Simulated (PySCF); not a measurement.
A GIAO shielding run with PySCF 2.14.0 with density-fitted response routines (density fitting, non-relativistic, gas phase) on SMILES CN(C(CC)=O)C, C5H11NO:

```
$ OMP_NUM_THREADS=2 python probes_run.py task.json out

{"job": {"kind": "nmr", "xc": "PBE0", "basis": "pcSseg-2"}, "charge": 0, "multiplicity": 1}
C      2.719778    -0.176169     0.023165
C      1.344808     0.450314    -0.082020
C      0.239793    -0.579610     0.075262
O      0.499888    -1.752621     0.274216
N     -1.046376    -0.137721    -0.025319
C     -1.437608     1.238618    -0.169856
C     -2.126689    -1.074742     0.156652
H      2.854590    -0.658632     0.991408
H      2.857935    -0.942989    -0.739201
H      3.494255     0.583628    -0.100005
H      1.220353     1.226332     0.680885
H      1.228749     0.954986    -1.047138
H     -0.589520     1.869135    -0.419587
H     -2.178210     1.334922    -0.970309
H     -1.891890     1.622487     0.752155
H     -2.649026    -0.895607     1.103670
H     -2.850571    -0.975190    -0.657679
H     -1.717545    -2.081657     0.163680
```

Hardware: 2 threads of an Intel Xeon, shared host. The job also computes population analyses, field gradients.

(1) How large is the calculation?

(2) How long does it take, and how much memory does it need?

(3) And these other runs on the same molecule and hardware: GIAO shielding at B97-2/pcSseg-2; GIAO shielding at KT3/pcSseg-2; GIAO shielding at wB97X-D/pcSseg-2?

Answers

(1) 56 electrons, 406 basis functions and 1040 auxiliary functions.

(2) 2.8 min of wall time, with 15 SCF cycles and 5 response iterations; peak memory 2.7 GiB. Times on a shared host scatter by some tens of per cent.

(3) B97-2/pcSseg-2: 406 functions, 2.5 min; KT3/pcSseg-2: 406 functions, 3.2 min; wB97X-D/pcSseg-2: 406 functions, 3.2 min.
